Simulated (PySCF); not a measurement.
C8H6Se2, SMILES c1ccc(-c2ccc[se]2)[se]1, singlet (GFN2-xTB optimised geometry):

```
16

C      2.409    -1.842     0.001
C      1.541    -2.886     0.001
Se    -0.229    -2.334     0.001
C      0.433    -0.569     0.000
C     -0.433     0.569     0.000
C     -1.803     0.569     0.000
C     -2.409     1.842     0.000
C     -1.541     2.886     0.000
Se     0.229     2.334     0.000
C      1.803    -0.569     0.000
H      3.479    -1.972     0.001
H      1.790    -3.931     0.001
H     -2.367    -0.352     0.000
H     -3.479     1.971     0.000
H     -1.791     3.931    -0.001
H      2.368     0.352     0.001
```

Calculation: PBE/def2-TZVP in PySCF.

### Question
What are the frontier orbital energies and the dipole moment?

### Answer
HOMO-2 -6.15 eV, HOMO-1 -5.93 eV, HOMO -4.98 eV, LUMO -2.29 eV, LUMO+1 -1.07 eV; dipole moment 0.00 D.

On the same geometry PBE0/def2-TZVP (PySCF) gives HOMO-2 -7.18 eV, HOMO-1 -6.95 eV, HOMO -5.87 eV, LUMO -1.60 eV, LUMO+1 -0.15 eV; dipole moment 0.00 D.

Meta-Löwdin charges at PBE/def2-TZVP: C1 -0.15, C2 -0.28, Se3 0.32, C4 -0.13, C5 -0.13, C6 -0.16, C7 -0.15, C8 -0.28, Se9 0.32, C10 -0.16, H11 0.13, H12 0.14, H13 0.13, H14 0.13, H15 0.14, H16 0.13.
